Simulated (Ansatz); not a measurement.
`[Cl][Sn]([Cl])([SeH])[SeH]`, relaxed with RKS PBE-D4/def2-SVP in the Gaussian-basis code of Ansatz from a rough embedded geometry. The force threshold is 0.03 eV/Å; the program also tests the step.

Total charge 0; spin multiplicity 1. Sn: def2 effective core potential.

Start:

```xyz
7

Cl    0.587    2.338   -1.429
Sn   -0.314    0.498   -0.245
Cl   -2.625    0.744   -0.178
Se    0.538    0.372    2.107
Se    0.293   -1.675   -1.466
H     2.020    0.220    1.608
H    -0.498   -2.497   -0.398
```

```
step   energy (eV)  largest force (eV/Å)  largest move (Å)
   1  -161559.0785                 1.157             0.000
   2  -161559.1976                 0.537             0.196
   3  -161559.2463                 0.181             0.081
   4  -161559.2502                 0.045             0.016
   5  -161559.2538                 0.087             0.050
   6  -161559.2570                 0.015             0.058
   7  -161559.2576                 0.053             0.057
   8  -161559.2579                 0.022             0.009
   9  -161559.2582                 0.032             0.041
  10  -161559.2584                 0.008             0.014
```

End:

```xyz
7

Cl    0.575    2.225   -1.551
Sn   -0.310    0.464   -0.242
Cl   -2.637    0.844   -0.044
Se    0.533    0.495    2.162
Se    0.235   -1.642   -1.567
H     1.884    0.089    1.688
H    -0.281   -2.475   -0.447
```

Hardware: 4 threads of an Arm Neoverse V2 on a shared host. Wall time 19 s, peak host memory 0.23 GiB.
